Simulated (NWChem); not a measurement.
System: TiClF$_{3}$; SMILES [Ti]([Cl])([F])([F])[F]

Here is an NWChem input.

```
start job
memory heap 200 mb stack 900 mb global 1100 mb
geometry units angstroms noautoz
  Ti     0.000000     0.000000     0.288097
  F      0.086670     1.615714     0.874943
  F      1.355914    -0.882915     0.874943
  F     -1.442584    -0.732798     0.874943
  Cl     0.000000     0.000000    -1.884569
end
basis spherical
  * library def2-svpd
end
dft
  xc xcamb88 1.00 lyp 0.81 vwn_5 0.19 hfexch 1.00
  cam 0.33 cam_alpha 0.19 cam_beta 0.46
  iterations 150
  mulliken
end
task dft gradient
```

Output (shortened):

```
             Northwest Computational Chemistry Package (NWChem) 7.3.0
             --------------------------------------------------------

 C3V symmetry detected

                             Geometry "geometry" -> ""
                             -------------------------

 Output coordinates in angstroms (scale by  1.889725989 to convert to a.u.)

  No.       Tag          Charge          X              Y              Z
 ---- ---------------- ---------- -------------- -------------- --------------
    1 Ti                  22.0000    -0.00000000    -0.00000000     0.31955273
    2 F                    9.0000     1.14412460     1.14412460     0.90639873
    3 F                    9.0000     0.41877867    -1.56290327     0.90639873
    4 F                    9.0000    -1.56290327     0.41877867     0.90639873
    5 Cl                  17.0000     0.00000000     0.00000000    -1.85311327

 Effective nuclear repulsion energy (a.u.)     395.5320109194

      Symmetry information
      --------------------

 Group name             C3v
 Group number             17
 Group order               6
 No. of unique centers     3

                                 NWChem DFT Module
                                 -----------------

 Summary of "ao basis" -> "ao basis" (spherical)
 ------------------------------------------------------------------------------
       Tag                 Description            Shells   Functions and Types
 ---------------- ------------------------------  ------  ---------------------
 Ti                        def2-svpd                12       34   5s4p2d1f
 F                         def2-svpd                 9       23   4s3p2d
 Cl                        def2-svpd                11       27   5s4p2d

      Symmetry analysis of basis
      --------------------------

        a1         40
        a2          8
        e          82

  Rotation of axis

            General Information
            -------------------
          SCF calculation type: DFT
          Wavefunction type:  closed shell.
          No. of atoms     :     5
          No. of electrons :    66
           Alpha electrons :    33
            Beta electrons :    33
          Charge           :     0
          Spin multiplicity:     1
          Use of symmetry is: on ; symmetry adaption is: on
          Maximum number of iterations: 150
          AO basis - number of functions:   130
                     number of shells:    50
          Convergence on energy requested:  1.00D-06
          Convergence on density requested:  1.00D-05
          Convergence on gradient requested:  5.00D-04

              XC Information
              --------------
                     Hartree-Fock (Exact) Exchange  1.000
                   CAM-Becke88 Exchange Functional  1.000
                      VWN V Correlation Functional  0.190 local
              Lee-Yang-Parr Correlation Functional  0.810

           Range-Separation Parameters
           ---------------------------
           Alpha           :  0.19
           Beta            :  0.46
           Gamma           :  0.33
           Short-Range HF  :     F

             Grid Information
             ----------------
          Grid used for XC integration:  medium
          Radial quadrature: Mura-Knowles
          Angular quadrature: Lebedev.
          Tag              B.-S. Rad. Rad. Pts. Rad. Cut. Ang. Pts.
          ---              ---------- --------- --------- ---------
          Ti                  1.40      112          11.0       590
          F                   0.50       49          12.0       434
          Cl                  1.00       88          12.0       590
          Grid pruning is: on
          Number of quadrature shells:   249
          Spatial weights used:  Erf1

      Superposition of Atomic Density Guess
      -------------------------------------

 Sum of atomic energies:       -1605.48004535

      Non-variational initial energy
      ------------------------------

 Total energy =   -1605.384668
 1-e energy   =   -3001.720755
 2-e energy   =    1000.804075
 HOMO         =      -0.484457
 LUMO         =      -0.027353

      Symmetry analysis of molecular orbitals - initial
      -------------------------------------------------

  Numbering of irreducible representations:

     1 a1          2 a2          3 e

  Orbital symmetries:

     1 a1          2 a1          3 a1          4 e           5 e
     6 a1          7 e           8 e           9 a1         10 a1
    11 a1         12 e          13 e          14 a1         15 e
    16 e          17 a1         18 a1         19 e          20 e
    21 a1         22 e          23 e          24 a1         25 a1
    26 e          27 e          28 a2         29 e          30 e
    31 a1         32 e          33 e          34 a1         35 a1
    36 e          37 e          38 e          39 e          40 a1
    41 e          42 e          43 a1

     ---------------------------------------------
      Total Density - Mulliken Population Analysis
     ---------------------------------------------

    Atom       Charge   Shell Charges
 -----------   ------   -------------------------------------------------------
    1 Ti  22    18.61   2.00  2.00  2.00  0.01  0.02  6.00  6.00 -0.11 -0.01  0.31  0.33  0.06
    2 F    9     9.88   1.99  1.17  0.79  0.03  3.62  2.13  0.14  0.00  0.01
    3 F    9     9.88   1.99  1.17  0.79  0.03  3.62  2.13  0.14  0.00  0.01
    4 F    9     9.88   1.99  1.17  0.79  0.03  3.62  2.13  0.14  0.00  0.01
    5 Cl  17    17.75   2.00  1.99  1.24  0.69  0.02  5.94  2.25  3.38  0.22  0.01  0.01

   convergence    iter        energy       DeltaE   RMS-Dens  Diis-err
 ---------------- ----- ----------------- --------- --------- ---------
 d= 0,ls=0.0,diis     1  -1608.5127053548 -2.00D+03  3.14D-02  3.43D+00
 d= 0,ls=0.0,diis     2  -1599.5587789752  8.95D+00  2.09D-02  1.24D+02
 d= 0,ls=0.0,diis     3  -1608.8464256216 -9.29D+00  2.86D-03  1.95D+00
 d= 0,ls=0.0,diis     4  -1608.9933636970 -1.47D-01  1.48D-03  1.36D-01
 d= 0,ls=0.0,diis     5  -1609.0076074435 -1.42D-02  5.14D-04  1.22D-02
  Resetting Diis
 d= 0,ls=0.0,diis     6  -1609.0086233290 -1.02D-03  1.71D-04  6.61D-04
 d= 0,ls=0.0,diis     7  -1609.0087092149 -8.59D-05  2.43D-05  5.02D-06
 d= 0,ls=0.0,diis     8  -1609.0087093330 -1.18D-07  1.25D-05  9.99D-06
 d= 0,ls=0.0,diis     9  -1609.0087102079 -8.75D-07  5.45D-06  7.19D-07

         Total DFT energy =    -1609.008710207900
      One electron energy =    -3002.808441495096
           Coulomb energy =     1099.885710795959
    Exchange-Corr. energy =     -101.617990428133
 Nuclear repulsion energy =      395.532010919371

 Numeric. integr. density =       65.999999539522

                  Occupations of the irreducible representations
                  ----------------------------------------------

                     irrep           alpha         beta
                     --------     --------     --------
                     a1               14.0         14.0
                     a2                1.0          1.0
                     e                18.0         18.0

                       DFT Final Molecular Orbital Analysis
                       ------------------------------------

 Vector   31  Occ=2.000000D+00  E=-4.744667D-01  Symmetry=a1
              MO Center= -3.3D-15, -3.3D-16, -1.6D+00, r^2= 1.7D+00
   Bfn.  Coefficient  Atom+Function         Bfn.  Coefficient  Atom+Function
  ----- ------------  ---------------      ----- ------------  ---------------
   117      0.538997  5 Cl pz               114      0.440282  5 Cl pz
   111      0.257080  5 Cl pz                20      0.221273  1 Ti d  0
    11      0.176219  1 Ti pz                 3     -0.167076  1 Ti s
   106     -0.135833  5 Cl s                 25      0.101619  1 Ti d  0
   105      0.080382  5 Cl s                 14     -0.079000  1 Ti pz

 Vector   32  Occ=2.000000D+00  E=-4.285168D-01  Symmetry=e
              MO Center= -2.9D-02, -1.8D-03, -1.6D+00, r^2= 1.7D+00
   Bfn.  Coefficient  Atom+Function         Bfn.  Coefficient  Atom+Function
  ----- ------------  ---------------      ----- ------------  ---------------
   115      0.525469  5 Cl px               112      0.422548  5 Cl px
   109      0.242734  5 Cl px               116     -0.237502  5 Cl py
   113     -0.190983  5 Cl py               110     -0.109711  5 Cl py
    87      0.095618  4 F  pz                21      0.091934  1 Ti d  1
   118      0.077829  5 Cl px                85      0.073658  4 F  px

 Vector   33  Occ=2.000000D+00  E=-4.285168D-01  Symmetry=e
              MO Center=  2.9D-02,  1.8D-03, -1.6D+00, r^2= 1.7D+00
   Bfn.  Coefficient  Atom+Function         Bfn.  Coefficient  Atom+Function
  ----- ------------  ---------------      ----- ------------  ---------------
   116      0.525469  5 Cl py               113      0.422548  5 Cl py
   110      0.242734  5 Cl py               115      0.237502  5 Cl px
   112      0.190983  5 Cl px               109      0.109711  5 Cl px
    19     -0.091934  1 Ti d -1              41     -0.090655  2 F  pz
   119      0.077829  5 Cl py                64      0.074960  3 F  pz

 Vector   34  Occ=0.000000D+00  E=-8.874636D-02  Symmetry=e
              MO Center=  2.3D-02, -1.2D-02,  2.0D-01, r^2= 1.4D+00
   Bfn.  Coefficient  Atom+Function         Bfn.  Coefficient  Atom+Function
  ----- ------------  ---------------      ----- ------------  ---------------
    19      0.703187  1 Ti d -1              18     -0.295714  1 Ti d -2
    24      0.268972  1 Ti d -1              22     -0.216420  1 Ti d  2
   116      0.162993  5 Cl py                64     -0.127309  3 F  pz
    86      0.120515  4 F  py               113      0.118825  5 Cl py
    41      0.112285  2 F  pz                21     -0.108875  1 Ti d  1

 Vector   35  Occ=0.000000D+00  E=-8.874636D-02  Symmetry=e
              MO Center= -2.3D-02,  1.2D-02,  2.0D-01, r^2= 1.4D+00
   Bfn.  Coefficient  Atom+Function         Bfn.  Coefficient  Atom+Function
  ----- ------------  ---------------      ----- ------------  ---------------
    21      0.703187  1 Ti d  1              22     -0.295714  1 Ti d  2
    26      0.268972  1 Ti d  1              18      0.216420  1 Ti d -2
   115     -0.162993  5 Cl px                87      0.138330  4 F  pz
   112     -0.118825  5 Cl px                40      0.109976  2 F  py
    19      0.108875  1 Ti d -1              90     -0.105007  4 F  pz

 Vector   36  Occ=0.000000D+00  E=-6.467104D-02  Symmetry=a1
              MO Center= -1.2D-14, -8.2D-16,  1.3D-01, r^2= 2.0D+00
   Bfn.  Coefficient  Atom+Function         Bfn.  Coefficient  Atom+Function
  ----- ------------  ---------------      ----- ------------  ---------------
    20      0.773320  1 Ti d  0              25      0.286202  1 Ti d  0
   117     -0.257411  5 Cl pz               114     -0.164080  5 Cl pz
    14      0.154726  1 Ti pz                41      0.143711  2 F  pz
    64      0.143711  3 F  pz                87      0.143711  4 F  pz
   120     -0.132512  5 Cl pz                17      0.129759  1 Ti pz

     ---------------------------------------------
      Total Density - Mulliken Population Analysis
     ---------------------------------------------

    Atom       Charge   Shell Charges
 -----------   ------   -------------------------------------------------------
    1 Ti  22    20.05   2.00  2.00  2.02 -0.06  0.00  6.00  6.07  0.08 -0.04  1.19  0.71  0.08
    2 F    9     9.53   1.99  1.14  0.79  0.09  3.33  1.98  0.21  0.00 -0.00
    3 F    9     9.53   1.99  1.14  0.79  0.09  3.33  1.98  0.21  0.00 -0.00
    4 F    9     9.53   1.99  1.14  0.79  0.09  3.33  1.98  0.21  0.00 -0.00
    5 Cl  17    17.37   2.00  1.98  1.28  0.64  0.04  5.93  2.17  3.07  0.22  0.01  0.01

     -------------------------------------------
      Total Density - Lowdin Population Analysis
     -------------------------------------------

    Atom       Charge   Shell Charges
 -----------   ------   -------------------------------------------------------
    1 Ti  22    20.68   2.00  2.00  1.60  0.12  0.04  5.98  5.60  0.56  0.13  1.08  1.34  0.22
    2 F    9     9.42   1.98  0.99  0.67  0.14  3.20  1.96  0.31  0.00  0.17
    3 F    9     9.42   1.98  0.99  0.67  0.14  3.20  1.96  0.31  0.00  0.17
    4 F    9     9.42   1.98  0.99  0.67  0.14  3.20  1.96  0.31  0.00  0.17
    5 Cl  17    17.07   2.00  1.96  1.00  0.66  0.15  5.82  2.27  2.75  0.36  0.01  0.09

     Multipole analysis of the density
     ---------------------------------

     L   x y z        total         alpha         beta         nuclear
     -   - - -        -----         -----         ----         -------
     0   0 0 0      0.000000    -33.000000    -33.000000     66.000000

     1   1 0 0      0.000000      0.000000      0.000000      0.000000
     1   0 1 0     -0.000000     -0.000000     -0.000000      0.000000
     1   0 0 1     -0.026164     -0.013082     -0.013082      0.000000

     2   2 0 0    -34.478572    -80.346366    -80.346366    126.214160
     2   1 1 0     -0.000000     -0.000000     -0.000000      0.000000
     2   1 0 1      0.000000      0.000000      0.000000      0.000000
     2   0 2 0    -34.478572    -80.346366    -80.346366    126.214160
     2   0 1 1      0.000000      0.000000      0.000000      0.000000
     2   0 0 2    -33.691790   -164.700599   -164.700599    295.709408

            General Information
            -------------------
          SCF calculation type: DFT
          Wavefunction type:  closed shell.
          No. of atoms     :     5
          No. of electrons :    66
           Alpha electrons :    33
            Beta electrons :    33
          Charge           :     0
          Spin multiplicity:     1
          Use of symmetry is: on ; symmetry adaption is: on
          Maximum number of iterations: 150
          This is a Direct SCF calculation.
          AO basis - number of functions:   130
                     number of shells:    50
          Convergence on energy requested:  1.00D-06
          Convergence on density requested:  1.00D-05
          Convergence on gradient requested:  5.00D-04

              XC Information
              --------------
                     Hartree-Fock (Exact) Exchange  1.000
                   CAM-Becke88 Exchange Functional  1.000
                      VWN V Correlation Functional  0.190 local
              Lee-Yang-Parr Correlation Functional  0.810

           Range-Separation Parameters
           ---------------------------
           Alpha           :  0.19
           Beta            :  0.46
           Gamma           :  0.33
           Short-Range HF  :     F

             Grid Information
             ----------------
          Grid used for XC integration:  medium
          Radial quadrature: Mura-Knowles
          Angular quadrature: Lebedev.
          Tag              B.-S. Rad. Rad. Pts. Rad. Cut. Ang. Pts.
          ---              ---------- --------- --------- ---------
          Ti                  1.40      112          11.0       590
          F                   0.50       49          12.0       434
          Cl                  1.00       88          12.0       590
          Grid pruning is: on
          Number of quadrature shells:   249
          Spatial weights used:  Erf1

[...]

                         DFT ENERGY GRADIENTS

    atom               coordinates                        gradient
                 x          y          z           x          y          z
   1 Ti     -0.000000  -0.000000   0.603867    0.000000   0.000000   0.007315
   2 F       2.162082   2.162082   1.712845   -0.006790  -0.006790  -0.003461
   3 F       0.791377  -2.953459   1.712845   -0.002485   0.009275  -0.003461
   4 F      -2.953459   0.791377   1.712845    0.009275  -0.002485  -0.003461
   5 Cl      0.000000   0.000000  -3.501876   -0.000000  -0.000000   0.003067
```

Level: CAM-B3LYP/def2-SVPD. All runs use the structure optimised with PBE0/def2-SVP.
